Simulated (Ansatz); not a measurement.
Relaxation of Cl2H5HfNO2 (11 atoms, charge 0, multiplicity 1), to a largest force component of 0.03 eV/Å in at most 50 steps.

Theory: RKS B3LYP/def2-SVP in Ansatz.

```xyz
11
Properties=species:S:1:pos:R:3
Hf -0.029 0.545 -0.475
N 0.482 -0.146 2.813
H -0.211 -0.558 3.439
H 1.402 -0.362 3.201
O 1.686 -0.281 -0.642
H 2.453 -0.855 -0.716
Cl -0.523 1.343 -2.656
O -1.456 -0.680 -0.111
H -1.922 -1.454 0.213
Cl -0.004 2.577 0.966
H 0.365 0.885 2.868
```

Q: Where does it end, and by what steps?

A: The run converged. After 9 steps the energy has fallen by 0.614 eV; H4 moved furthest, 0.69 Å. Joined: Hf1–N2.

```
step  energy less start (eV)  largest force component (eV/Å)  accepted
   0                  0.0000                           0.837       yes
   1                 -0.1479                           0.768       yes
   2                 -0.3479                           0.351       yes
   3                 -0.4731                           1.101       yes
   4                 -0.5143                           0.688       yes
   5                 -0.5683                           0.242       yes
   6                 -0.5876                           0.699       yes
   7                 -0.6039                           0.422       yes
   8                 -0.6135                           0.044       yes
   9                 -0.6144                           0.022       yes
```

```xyz
11
Properties=species:S:1:pos:R:3
Hf 0.035 0.492 0.062
N 0.465 0.021 2.419
H -0.272 -0.583 2.790
H 1.354 -0.473 2.521
O 1.811 -0.305 -0.103
H 2.423 -0.636 -0.766
Cl -0.395 0.859 -2.275
O -1.439 -0.742 0.420
H -2.109 -1.243 -0.054
Cl -0.136 2.766 0.880
H 0.506 0.858 3.005
```

Time of the run: 13 s on 4 threads of AMD EPYC 9R45 96-Core Processor (Zen 5) (shared host), peak memory 0.39 GiB.
